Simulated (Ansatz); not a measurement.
AlNCl2H2⁺, that is AlCl2(NH2) with one electron fewer, relaxed as a doublet with UKS PBE0-D4/def2-SVP in Ansatz, starting from the PBE0-D4/def2-SVP geometry of the neutral singlet. Force threshold 0.02 eV/Å.

Start:

```xyz
6

Al    0.083   -0.594   -0.395
Cl    0.863   -2.329    0.475
Cl   -0.450   -0.598   -2.418
N    -0.120    0.856    0.567
H    -0.491    1.734    0.220
H     0.116    0.930    1.550
```

```csv
step,energy (eV),largest force component (eV/Å),SCF passes
1,-33135.5805,3.892,44
2,-33135.8925,2.392,39
3,-33136.0596,0.413,35
4,-33136.0629,0.366,34
5 (rejected),-33135.9929,1.051,33
6,-33136.0807,0.082,33
7,-33136.0825,0.012,31
8 (rejected),-33136.0779,0.563,33
9,-33136.0833,0.188,32
10,-33136.0843,0.151,33
11,-33136.0863,0.220,33
12 (rejected),-33136.0660,0.864,33
13,-33136.0905,0.065,33
14,-33136.0935,0.054,32
15,-33136.0937,0.291,33
16,-33136.0995,0.047,31
17,-33136.0998,0.124,31
18,-33136.1004,0.148,33
19,-33136.1006,0.088,34
20,-33136.1022,0.015,32
21,-33136.1025,0.042,33
22,-33136.1026,0.050,32
23,-33136.1028,0.044,32
24,-33136.1030,0.022,32
25,-33136.1031,0.023,31
26 (rejected),-33136.1031,0.039,32
27,-33136.1032,0.011,28
28,-33136.1033,0.009,32
```

Force components are those of the run's own axes.

End:

```xyz
6

Al    0.110   -0.781   -0.518
Cl    1.303   -2.092    0.491
Cl   -0.926   -0.578   -2.262
N    -0.116    0.820    0.545
H     0.474    1.665    0.484
H    -0.845    0.965    1.260
```

By distances, no bond broke or formed. The bond that changes most is Al1–N4, from 1.75 to 1.94 Å (atoms count from 1).

The force fell under the threshold at step 7, but the optimiser went on and released 0.021 eV more. No frequencies were taken in this run, so the end may be a saddle point.

It took 37 s on 4 threads of Arm Neoverse V2 on a shared host.
